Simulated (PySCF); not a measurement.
Ligands exchanged one at a time, Al CH3-SH. Gas-phase values, no solvent. One relaxed conformer stands for each flexible species; it need not be the lowest. Strings in code marks are SMILES.

Quantity: vertical ionisation energy (energy after one electron is removed minus that of the parent at the parent's geometry), in eV.

Level 1: B3LYP/6-31G* // CAM-B3LYP-D3(BJ)/def2-TZVP (PySCF)
Level 2: minus the HOMO energy of B3LYP/6-31G* // CAM-B3LYP-D3(BJ)/def2-TZVP (PySCF)
Level 3: minus the HOMO energy of CAM-B3LYP-D3(BJ)/def2-TZVP (PySCF)
Level 4: minus the HOMO energy of HF/6-31G* // CAM-B3LYP-D3(BJ)/def2-TZVP (PySCF)

```tsv
species	level 1	level 2	level 3	level 4
`[SH][Al]([SH])[SH]`	9.51	7.40	9.02	10.51
`[CH3][Al]([CH3])[SH]` (C–Al–S–H torsion 179°)	9.47	7.06	8.77	10.13
```
